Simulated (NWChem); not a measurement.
Molecule: C4H5O3, doublet; SMILES C1OC(=O)O[C]1C

```xyz
12

C      0.5895     2.3635    -0.1121
C      0.0780     1.0241     0.2280
C     -1.2995     0.4951    -0.0050
O     -1.1002    -0.9072    -0.0086
C      0.2118    -1.1975    -0.0005
O      0.6827    -2.2825    -0.0492
O      0.9292    -0.0422     0.0755
H      1.5595     2.5458     0.3738
H     -0.1148     3.1389     0.2228
H      0.7369     2.4886    -1.2040
H     -2.0230     0.7642     0.7833
H     -1.7308     0.8054    -0.9797
```
Atoms are numbered in this order, from 1.

Results from NWChem. Spin-unrestricted. All runs use the structure optimised with PBE0/def2-SVP, spin-unrestricted. Not confirmed as a minimum by frequencies. No stability test was run on the SCF state.

Task: Predict the results for TPSS/def2-SVP. Quantities: highest occupied level (eV); lowest empty minus highest occupied level, either spin (eV); dipole (D); <S²>.

Result: The highest occupied level (eV) comes out as -4.47 and the lowest empty minus highest occupied level, either spin (eV) comes out as 2.15. The dipole (D) comes out as 4.80 and the <S²> comes out as 0.754.
